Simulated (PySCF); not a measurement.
**Excitation energy of Zr²⁺ by level of theory**

Zr²⁺ [Kr] 4d2 (3F) → Zr²⁺ [Kr] 4d1 5s1, s spin flipped, as a difference of total energies. Calculation: PySCF 2.14, in def2-QZVPPD with the def2 core potential (28 electrons) (7s5p4d3f2g, 81 functions); a scalar-relativistic core potential. Correlated levels: valence and next inner shell: nothing frozen outside the core potential. The calculations carry no spin-orbit coupling.

| method | excitation energy (cm⁻¹) |
| --- | --- |
| UHF | 22195 |
| MP2 (valence and next inner shell) | 19029 |
| SCS-MP2 (valence and next inner shell) | 19061 |

The upper determinant mixes two multiplicities, so it lies between the two terms.

The coupled-cluster amplitudes are large for the upper state (T1 above 0.03 or a double amplitude above 0.15), so a single reference is strained.
